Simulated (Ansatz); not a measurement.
System: SnBr, charge 0, doublet. SnBr (SMILES [Br][Sn], doublet).
B3LYP-D3(BJ)/def2-TZVP minimum from Ansatz (a quantum-chemistry and plane-wave program):
```
Sn
Br 1 2.5465
```
Charge 0, spin multiplicity 2.

Total energies in def2-TZVPP, 11 correlated electrons, 23 frozen orbitals. UHF or UKS for unpaired electrons; spin-orbit terms are left out. Cores are frozen in correlated methods (noble-gas shells, and filled d and f shells in the p block). Past Kr the def2 sets carry scalar-relativistic core potentials. Spin-orbit terms, left out, reach several kcal/mol for Br and I, and more for heavier atoms. The spin of BrSn ([Br][Sn], doublet) was assumed, and the state is the lowest solution found for it.

| method | program | energy (Eh) | minus CCSDT(Q) (mEh) |
|---|---|---|---|
| HF | Ansatz | -2785.82343 | 253.10 |
| MP2 | Ansatz | -2786.04032 | 36.20 |
| CCSD | Ansatz | -2786.06480 | 11.73 |
| CCSD(T) | Ansatz | -2786.07509 | 1.44 |
| CCSDT(Q) | Ansatz | -2786.07653 | 0.00 |

Rough core times of Ansatz's runs on a shared machine: CCSD(T) 40 s, CCSDT(Q) 9 min.
